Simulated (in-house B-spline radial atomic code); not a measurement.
## Ionising As23+ with different functionals

Computed with a B-spline radial code for spherical atoms: non-relativistic Hamiltonian, point nucleus, spin-polarised at highest spin, spherical fractional occupations for the functionals, the average over the highest-spin determinants for Hartree-Fock. The ionisation energy is the difference of two self-consistent energies, [He] 2s2 2p6 → [He] 2s2 2p5, without Breit or QED terms; ε is the level of the shell that loses the electron (its least bound occupied spin orbital). There is no spin-orbit coupling in this Hamiltonian.

Hybrids are left out here: with spherical fractional occupations of an open shell their exact exchange keeps a self-interaction that integer-occupation calculations don't have.

```
      method          rung  ΔSCF (eV)  -ε(2p) (eV)
Hartree-Fock  Hartree-Fock     2353.9       2357.0
        AM05           GGA     2352.8       2290.3
        RPBE           GGA     2354.5       2292.1
     revTPSS      meta-GGA     2354.6       2292.5
```

Q: How do they compare with the NIST value?

A: NIST lists 2357 eV ± 1.4 (semi-empirical, ground level to ground level). Errors run from -4.1 to -2.3 eV. The correlated functionals all miss on the same side by more than they spread, so the cause is common to them (relativity, Breit-QED terms, multiplet and fine-structure energies, or a listed next ion that isn't the cheapest removal here) and closeness doesn't rank the functionals. Hartree-Fock also lacks correlation.
